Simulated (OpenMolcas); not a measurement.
# Ni VIII: effect of the basis set

```json
{
 "Program": "OpenMolcas",
 "Method": "XMS-CASPT2, IPEA 0.25 Eh, imaginary shift 0.1 Eh (closed shells correlated: 3s 3p)",
 "Active space": "3 electrons in 5 orbitals (3d)",
 "State averaging": "2S+1 = 4 even, 10 roots; 2S+1 = 2 even, 40 roots",
 "Spin-orbit coupling": "state interaction with AMFI integrals over the reference wave functions, term energies averaged over their components"
}
```

A. ANO-RCC-VDZP [5s4p2d1f], DKH2, point nucleus; CASPT2 step of the order of 2.7 core-seconds
B. ANO-RCC-VTZP [6s5p3d2f1g], DKH2, point nucleus; CASPT2 step about 9 core-seconds
C. ANO-L-VTZP [6s5p3d2f1g], non-relativistic, point nucleus; CASPT2 step about 14 core-seconds
D. ANO-R3 [7s5p5d3f2g1h], X2C, finite nucleus; CASPT2 step about 10 core-seconds

Energies in cm⁻¹ above 3d³ ⁴F_3/2, the measured ground level; measured values from Corliss and Sugar, J. Phys. Chem. Ref. Data 10, 197 (1981).

| Level | A | B | C | D | Measured |
| --- | --- | --- | --- | --- | --- |
| 3d³ ⁴F_3/2 | 0.0 | 0.0 | 0.0 | 0.0 | 0.0 |
| 3d³ ⁴F_5/2 | 963 | 987 | 1027 | 958 | 1012 |
| 3d³ ⁴F_7/2 | 2240 | 2290 | 2380 | 2220 | 2184 |
| 3d³ ⁴F_9/2 | 3760 | 3850 | 4000 | 3740 | 3721 |
| 3d³ ⁴P_1/2 | 24600 | 24350 | 24820 | 24350 | 23261 |
| 3d³ ⁴P_3/2 | 24870 | 24610 | 25070 | 24590 | 23710 |
| 3d³ ⁴P_5/2 | 26120 | 25910 | 26440 | 25870 | 24669 |
| 3d³ ²G_7/2 | 27810 | 27240 | 27730 | 26930 |  |
| 3d³ ²G_9/2 | 29030 | 28460 | 29000 | 28130 |  |
| 3d³ ²P_3/2 [51 %] | 34630 | 34090 | 34630 | 33680 |  |
| 3d³ ²P_1/2 | 35270 | 34640 | 35190 | 34190 |  |
| 3d³ ²D_5/2(1) | 38400 | 37990 | 38680 | 37510 |  |
| 3d³ ²H_9/2 | 38550 | 37540 | 38240 | 37120 |  |
| 3d³ ²D_3/2(1) [54 %] | 38810 | 38340 | 39050 | 37830 |  |
| 3d³ ²H_11/2 | 39390 | 38370 | 39100 | 37940 |  |
| 3d³ ²F_7/2 | 61160 | 60000 | 60950 | 59310 |  |
| 3d³ ²F_5/2 | 61670 | 60520 | 61490 | 59820 |  |
| 3d³ ²D_5/2(2) | 94070 | 92800 | 94210 | 91720 |  |
| 3d³ ²D_3/2(2) | 94680 | 93400 | 94820 | 92310 |  |

Deviations, from unrounded energies. A percentage is the sum of absolute deviations over the sum of measured energies, with the sign that they share, or ± where signs differ.

```json
{"Against measurement": "mean absolute deviation (cm-1)", "Levels": "6", "A": "680", "B": "580", "C": "860", "D": "550"}
{"Against measurement": "fine structure of the ground term (%)", "Levels": "3", "A": "±2.1", "B": "±3.8", "C": "+7.1", "D": "±1.6"}
{"Against measurement": "other terms of the ground configuration (%)", "Levels": "3", "A": "+5.5", "B": "+4.5", "C": "+6.5", "D": "+4.4"}
```

D lies closest to measurement on these levels and C furthest from it. The largest miss of D in the table is 3d³ ⁴P_5/2, by +1200 cm-1. The ranking rests on the paired levels alone, and a cruder setting can come out closer through cancelling errors.

The two smallest mean deviations differ by little beside CASPT2's spread within terms, so their order carries little weight.

Among A to D the level of the table that moves most is 3d³ ²D_3/2(2), by 2500 cm-1 (lowest in D, highest in C). Moves below CASPT2's spread within the term are not significant.

Term energies are means over components that CASPT2 splits; among the terms shown or strongly mixed into the levels shown the widest spread is 1500 cm-1 (3d³ ⁴F, B). The basis is small and was not contracted for so high a charge (holds for A). The CASPT2 spread within a term exceeds the gap to the next term for 3d³ ²D(1) and 3d³ ²H, so the order of their levels is uncertain (holds for B; D). Measured partners are found by configuration, term and J. A level has none where our copy of the source lacks it or the pairing is in doubt (some pairs that miss far off the trend of their configuration count as doubtful), and it then counts in no deviation. Only configurations of the active space appear.

A share in square brackets marks a mixed level and gives the weight of the term that names it, the lowest over the columns. A number in round brackets counts repeated terms of one configuration in the order of the reference energies.
